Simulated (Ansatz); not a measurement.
Cl$_{2}$FY (`[F][Y]([Cl])[Cl]`) at its PBE0-D4/def2-TZVP geometry, where that method's forces vanish. The species carries charge 0 and has multiplicity 1. Y takes the def2 core potential.

```json
{"atom": "F1", "x (Å)": "-1.058", "y (Å)": "0.200", "z (Å)": "1.765"}
{"atom": "Y2", "x (Å)": "-0.051", "y (Å)": "0.008", "z (Å)": "0.083"}
{"atom": "Cl3", "x (Å)": "2.076", "y (Å)": "-1.206", "z (Å)": "0.113"}
{"atom": "Cl4", "x (Å)": "-0.967", "y (Å)": "0.998", "z (Å)": "-1.961"}
```

Q: For each bond, give half the difference of the two atoms' forces along it (eV/Å; positive pushes the atoms apart) under PBE-D4, r2SCAN-D4, B3LYP-D4, ωB97M-V in def2-TZVPP. (Best estimate.)

A: Computed: 
```
  bond  length (Å)  PBE-D4  r2SCAN-D4  B3LYP-D4  ωB97M-V
 F1–Y2       1.970    0.16       0.00      0.13     0.03
Y2–Cl3       2.449    0.03       0.06      0.11     0.09
Y2–Cl4       2.449    0.03       0.06      0.11     0.09
```

B3LYP here is the variant with VWN-RPA as its local correlation; programs differ in this.
